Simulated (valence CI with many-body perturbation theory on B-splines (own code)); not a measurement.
# Sn XLVI: calculated level list

Level of theory: relativistic CI+MBPT: three valence electrons over a frozen Dirac-Fock core [He], a basis of 11 s, 11 p, 9 d, 7 f, 5 g, 2 h, 1 i functions for each j, with the one-electron correlation potential Σ1, the two-electron term Σ2, the three-electron term Σ3, Breit, model QED; selected CI, second order for the rest (own B-spline code, finite nucleus).

No measured spectrum was set against this ion. As an estimate, large intervals hold to a few tenths of a per cent, small ones and those within an open d or f shell to about a per cent.

Levels 91 to 100 of 100, with energies above the lowest level, (2s^2 2p1/2) J=1/2. "Leading %" is the weight of the configuration and term that name the level; weights of strongly mixed levels are sums over their largest components and can fall short. In the jj column 3d3/2^4 stands for four electrons in 3d with j = 3/2.

| No. | Configuration | Term | J | E (Ry) | Leading % | g | Second component | Leading jj |
| --- | --- | --- | --- | --- | --- | --- | --- | --- |
| 91 | 2p2.3p | 2P° | 1/2 | 370.74 | 85 | 0.673 | 8 % 2p2.3p 4D° | 2p1/2 2p3/2 3p3/2 (98 %) |
| 92 | 2p2.3d | 2G | 7/2 | 371.11 | 43 | 1.057 | 37 % 2p2.3d 4F | 2p1/2 2p3/2 3d3/2 (89 %) |
| 93 | 2p2.3d | 4D | 7/2 | 371.65 | 49 | 1.298 | 27 % 2p2.3d 4F | 2p1/2 2p3/2 3d5/2 (94 %) |
| 94 | 2p2.3d | 2F | 5/2 | 371.83 | 32 | 1.196 | 31 % 2p2.3d 4P | 2p1/2 2p3/2 3d3/2 (70 %) |
| 95 | 2p2.3d | 2D | 3/2 | 372.13 | 41 | 1.059 | 34 % 2p2.3d 4D | 2p1/2 2p3/2 3d3/2 (64 %) |
| 96 | 2p2.3d | 2G | 9/2 | 372.68 | 60 | 1.189 | 40 % 2p2.3d 4F | 2p1/2 2p3/2 3d5/2 (100 %) |
| 97 | 2p2.3d | 4P | 1/2 | 372.76 | 39 | 1.801 | 30 % 2p2.3d 2P | 2p1/2 2p3/2 3d3/2 (98 %) |
| 98 | 2p2.3d | 4P | 3/2 | 372.77 | 46 | 1.419 | 34 % 2p2.3d 2P | 2p1/2 2p3/2 3d5/2 (64 %) |
| 99 | 2p2.3d | 2F | 5/2 | 372.83 | 36 | 1.137 | 34 % 2p2.3d 4D | 2p1/2 2p3/2 3d5/2 (76 %) |
| 100 | 2p2.3d | 2D | 5/2 | 373.73 | 60 | 1.214 | 20 % 2p2.3d 4P | 2p1/2 2p3/2 3d5/2 (91 %) |
